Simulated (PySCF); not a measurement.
CH10FNSi3, SMILES C([Si@H](F)[SiH2]N)[SiH3].

Geometry optimised at B3LYP-D3(BJ)/def2-SVP. The structure was generated by enumeration; whether it is a known compound was not checked. One conformer was computed; it need not be the lowest.

All values below come from PySCF with r2SCAN/def2-TZVP.

Isolated molecule, no solvent.

```yaml
total_energy: -1067.22295 hartree
highest_occupied_level: -6.31 eV
lowest_empty_level: -0.86 eV
orbital_gap: 5.45 eV
dipole_moment: 2.60 D
quadrupole, principal values (traceless, Buckingham form, about the centre of nuclear charge): -8.95, -0.94, 9.89 D·Å
```
